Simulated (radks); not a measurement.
Charge is removed step by step from the 4p down level of Nb+, starting from [Ar] 3d10 4s2 4p(up 3, down 3) 4d4. All-electron calculation, scalar-relativistic Kohn-Sham, PBE, spin-polarised, spherical densities, finite nucleus; open shells are filled with parallel spins first (spin-orbit coupling, left out, can overturn this in heavy ions); Fermi nuclear charge, rms radius 4.324 fm. Program: a radial shooting solver on a logarithmic mesh with Libxc functionals.

| removed (e) | E - E(0) (eV) | eigenvalue (eV) | E minus straight line (eV) |
|---|---|---|---|
| 0 | 0.000 | -39.323 | 0.000 |
| 0.125 | 4.996 | -40.661 | -0.625 |
| 0.25 | 10.163 | -42.039 | -1.080 |
| 0.375 | 15.504 | -43.454 | -1.360 |
| 0.5 | 21.024 | -44.904 | -1.461 |
| 0.625 | 26.727 | -46.383 | -1.379 |
| 0.75 | 32.616 | -47.892 | -1.111 |
| 0.875 | 38.696 | -49.426 | -0.652 |
| 1 | 44.970 | -50.985 | 0.000 |

Removing the whole electron costs 44.970 eV by Delta-SCF, against 39.323 eV from minus the eigenvalue at the starting occupation. Slater's transition state (half an electron removed) gives 44.904 eV. Integrating minus the eigenvalue over the occupation (Janak's theorem) gives 44.987 eV. In this scalar-relativistic scheme the density is built from large components alone, so the theorem holds only approximately. The mean slope of the eigenvalue, de/dn, is 11.7 eV per electron.
